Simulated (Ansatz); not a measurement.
Coupled-cluster run, H6OSSi2, SMILES `O[SiH2][SiH2]S`.

```yaml
crystal:
  periodic: [false, false, false]
  atoms:
    - {symbol: O, position_ang: [-1.755969, 0.671687, -0.830019]}
    - {symbol: Si, position_ang: [-0.893922, 0.764436, 0.574115]}
    - {symbol: Si, position_ang: [0.723540, -0.930175, 0.476184]}
    - {symbol: S, position_ang: [1.410046, -0.896398, -1.571922]}
    - {symbol: H, position_ang: [-1.258027, 0.354912, -1.589658]}
    - {symbol: H, position_ang: [-1.853881, 0.629170, 1.697850]}
    - {symbol: H, position_ang: [-0.192728, 2.075076, 0.708141]}
    - {symbol: H, position_ang: [0.143595, -2.290648, 0.618871]}
    - {symbol: H, position_ang: [1.858576, -0.782540, 1.426632]}
    - {symbol: H, position_ang: [1.901970, 0.353279, -1.507195]}
basis:
  gaussian: {orbitals: def2-TZVPP}
correlation: {method: ccsd_t}
output: {orbitals: {seedname: orbitals}}
```

```sh
$ ansatz run in.yaml --threads 2 --pin off --events-out ev --progress --plain --max-ram 4352MiB
```

The program prints (abridged):

```
Functional definition: HF
1383 factors; integrals over basis functions are off by at most 9.9e-4 eV
mean field evaluation 1: about -28674.1856 eV, gradient 3.7e1 eV
mean field evaluation 2: about -28674.4773 eV, gradient 3.8e1 eV
mean field evaluation 4: about -28677.8264 eV, gradient 3.7e0 eV
mean field evaluation 8: about -28677.9009 eV, gradient 2.6e-1 eV
mean field -28677.90124799 eV, -1053.8934322838 hartree, gradient 6.9e-6 eV, S^2 0.000000; 0 other end points of the search recorded, 0 dependent functions left out
16 core orbitals not correlated: weight in the atoms' cores, before any rotation towards them, 1.000 or more for the frozen orbitals, at most 0.000 for the correlated occupied ones
reference -28677.90124799 eV, -1053.8934322838 hartree; 13, 13 occupied and 212, 212 virtual orbitals, 1383 factors
second order -18.21693877 eV of doubles, -0.00000000 eV of singles
cycle   1  -19.11904683 eV  change   -9.0e-1 eV  update   9.9e-2
cycle   2  -19.64307818 eV  change   -5.2e-1 eV  update   3.0e-2
cycle   3  -19.74137887 eV  change   -9.8e-2 eV  update   1.5e-2
cycle   4  -19.73254961 eV  change    8.8e-3 eV  update   3.6e-3
cycle   5  -19.73080934 eV  change    1.7e-3 eV  update   1.5e-3
cycle   6  -19.73092073 eV  change   -1.1e-4 eV  update   4.6e-4
cycle   7  -19.73067334 eV  change    2.5e-4 eV  update   1.8e-4
cycle   8  -19.73066228 eV  change    1.1e-5 eV  update   6.4e-5
cycle   9  -19.73069523 eV  change   -3.3e-5 eV  update   2.8e-5
cycle  10  -19.73068793 eV  change    7.3e-6 eV  update   1.1e-5
perturbative correction -0.76118384 eV, -0.0279729903 hartree
Total energy: -28698.39311976 eV, -1054.6464946817 hartree
```

It took 6.3 min on 2 threads of an Arm Neoverse V2 on a shared host, with 1.8 GiB of host memory at the peak.

MP2 recovers 88.9 % of the CCSD(T) correlation energy and the triples give 3.7 %; T1 = 0.0122.
